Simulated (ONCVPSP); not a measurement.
An all-electron radial function and its pseudo partner (chromium (Cr))

Columns: radius, all-electron u(r) and pseudo u(r) of the 3p shell (level -45.44 eV) of chromium in the configuration [Ne] 3s2 3p6 3d5 4s1; PBE, scalar-relativistic, ONCV scheme, ONCVPSP 4.0.1.

```
r (bohr)  all-electron  pseudo
   0.090       -0.4262  0.0378
   0.180       -0.5469  0.1452
   0.270       -0.2688  0.3062
   0.360        0.1415  0.4967
   0.450        0.5198  0.6893
   0.540        0.8036  0.8582
   0.630        0.9841  0.9845
   0.720        1.0740  1.0586
   0.810        1.0949  1.0810
   0.900        1.0676  1.0595
   0.990        1.0096  1.0061
   1.080        0.9340  0.9329
   1.170        0.8502  0.8499
   1.260        0.7645  0.7644
   1.350        0.6810  0.6809
   1.440        0.6022  0.6021
   1.530        0.5293  0.5293
   1.620        0.4632  0.4631
   1.710        0.4037  0.4037
   1.800        0.3508  0.3508
   1.890        0.3040  0.3040
   1.980        0.2629  0.2629
   2.070        0.2270  0.2269
   2.160        0.1956  0.1956
   2.250        0.1684  0.1684
   2.340        0.1448  0.1448
```

(1) How many radial nodes do the two functions have?

(2) At about which radius was the pseudo-wave matched?

(3) Is the pseudo-wave norm-conserving?

Answers

(1) The all-electron 3p function has n − l − 1 = 1; the pseudo-wave has 0, since the states of the same l below it are removed with the core.

(2) 1.30 bohr. The columns agree to 0.0005 from 1.17 bohr on; several derivatives are matched, so the curves merge somewhat inside the radius.

(3) Yes: the ONCV scheme keeps the norm inside the radius equal to the all-electron one, which fixes the energy derivative of the logarithmic derivative at the level.
